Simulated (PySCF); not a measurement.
## Calculated NMR parameters of C=C(C)[SiH2]/C(F)=C\C=O

```
Formula                               : C6H9FOSi
SMILES                                : C=C(C)[SiH2]/C(F)=C\C=O
InChI                                 : InChI=1S/C6H9FOSi/c1-5(2)9-6(7)3-4-8/h3-4H,1,9H2,2H3/b6-3-
Point group of the computed structure : C1
Degrees of unsaturation               : 3
Carbon signals                        : 6
Proton signals                        : 6
```

Bonds (- single, = double, # triple, : aromatic): C1=C2, C2-C3, C2-Si4, Si4-C5, C5-F6, C5=C7, C7-C8, C8=O9. C1 carries H10, H11; C3 carries H12, H13, H14; Si4 carries H15, H16; C7 carries H17; C8 carries H18. Stereochemistry as in C=C(C)[SiH2]/C(F)=C\C=O. H10 is cis to C3; H11 is trans to C3.

In vacuum, one conformer, averaged over atoms made equivalent by symmetry, fast rotation or ring inversion, no relativistic terms. σ from GIAO-PBE0/pcSseg-1; structure optimised with GFN2-xTB; PySCF 2.14.0 with density-fitted response routines.

Chemical shifts δ = σref − σ; TMS for $^{1}$H, $^{13}$C, $^{29}$Si; $^{19}$F against CFCl3; $^{17}$O vs H2O, all at this level.

```tsv
carbon	δC, type	δH (multiplicity)	HMBC from (2–3 bonds)	span of the C tensor (ppm)
C1	140.7, CH2	H10 6.42 (br s); H11 5.89 (br s)	H15/H16, H12/H13/H14	220
C2	146.9, C	–	H10, H11, H15/H16, H12/H13/H14	247
C3	27.1, CH3	2.14 (s)	H10, H11, H15/H16	41
C5	201.3, C	–	H18, H17, H15/H16	207
C7	134.6, CH	6.59 (m)	H18, H15/H16	178
C8	193.4, CH	9.90 (m)	H17	196
```

Other nuclei:
```json
{"atoms": "H15/H16", "nucleus": "$^{1}$H", "environment": "hydrogen on a silicon bonded to 2 C", "δ (ppm)": "4.84", "σ (ppm)": "26.88"}
{"atoms": "F6", "nucleus": "$^{19}$F", "environment": "vinylic fluorine", "δ (ppm)": "-56.7", "σ (ppm)": "227.7"}
{"atoms": "Si4", "nucleus": "$^{29}$Si", "environment": "silicon bonded to 2 C, 2 H", "δ (ppm)": "-54.1", "σ (ppm)": "403.3"}
{"atoms": "O9", "nucleus": "$^{17}$O", "environment": "aldehyde oxygen", "δ (ppm)": "703.5", "σ (ppm)": "-367.4"}
```

Carbon types of the structure: 2 × C, 2 × CH, 1 × CH2, 1 × CH3, leaving 2 H on heteroatoms. δC 201.3: β carbon of a C=C–C=O unit; conjugation with the carbonyl draws π density from the β position. δC 146.9: fully substituted alkene carbon; an sp2 carbon of a C=C bond. δC 140.7: terminal =CH2 carbon; the olefinic region. δC 134.6: α carbon of a C=C–C=O unit; the olefinic region. δH 9.90: hydrogen on an aldehyde carbonyl carbon; deshielded by the polar, anisotropic C=O bond.

Splittings by $^{19}$F in the carbon and heteronuclear signals aren't shown, as no couplings were computed. Shifts are as computed. Against solution values, carbons near 30 ppm lie about +3 ppm off and those near 130 ppm about +5 ppm. Of 1309 compounds with measured shifts, 239 miss one by over three times the rms of a fit or turn the order of signals round; such compounds aren't used in these exercises. Unscaled 19F shifts against computed CFCl3 carry errors that often reach 10 to 50 ppm. Unscaled 17O shifts of doubly bonded oxygen tend to come out too high, by tens of ppm or more. Experimental scales use liquid or dissolved standards, which lie at an offset from isolated H2O (liquid H2O: subtract about 36 ppm). Multiplicities follow the n + 1 count of equivalent neighbours, as no J values were calculated; m marks all less simple cases, F and P coupling included.
